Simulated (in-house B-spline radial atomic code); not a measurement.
Configurations of the chromium ion Cr⁷⁺, with energies counted from [Ne] 3s2 (3p1/2)2 (3p3/2)3. All numbers are computed (Dirac-Hartree-Fock, average of each configuration as written; Fermi nucleus of rms radius 3.6452 fm) with an all-electron radial atomic-structure program (B-spline basis), not measured. Energies include first-order Breit, QED and recoil terms.

Occupations are held fixed; configurations that lie above the ionisation limit could autoionise.

```
                      configuration  E - E(ref) (eV)  highest orbital  its <r> (bohr)
         [Ne] 3s2 (3p1/2)1 (3p3/2)4           1.2388            3p3/2          0.8563
[Ne] 3s2 (3p1/2)1 (3p3/2)3 (4f5/2)1           129.33            4f5/2           2.121
         [Ne] 3s2 (3p3/2)4 (6g7/2)1           163.93            6g7/2            5.48
[Ne] 3s1 (3p1/2)1 (3p3/2)4 (4f5/2)1           165.98            4f5/2            2.12
[Ne] 3s1 (3p1/2)1 (3p3/2)4 (6p3/2)1           191.05            6p3/2           5.177
[Ne] 3s1 (3p1/2)1 (3p3/2)4 (6f5/2)1           197.17            6f5/2           5.791
```

Question: Order these further configurations by energy, lowest first.
A. [Ne] 3s2 (3p1/2)2 (3p3/2)2 (4d5/2)1
B. [Ne] 3s1 (3p1/2)2 (3p3/2)3 (3d5/2)1
C. [Ne] 3s1 (3p1/2)1 (3p3/2)4 (7g9/2)1
D. [He] 2s2 (2p1/2)2 (2p3/2)3 3s2 (3p1/2)1 (3p3/2)4 (4f5/2)1
E. [Ne] 3s2 (3p3/2)4 (4p3/2)1

Answer: B (82.806 eV), E (106.61 eV), A (118.34 eV), C (204.21 eV), D (688.86 eV).

Question: How far above the reference does [Ne] 3s1 (3p1/2)1 (3p3/2)4 (7f5/2)1 lie?

Answer: 203.81 eV; its least bound orbital is 7f5/2 with <r> = 8.193 bohr.
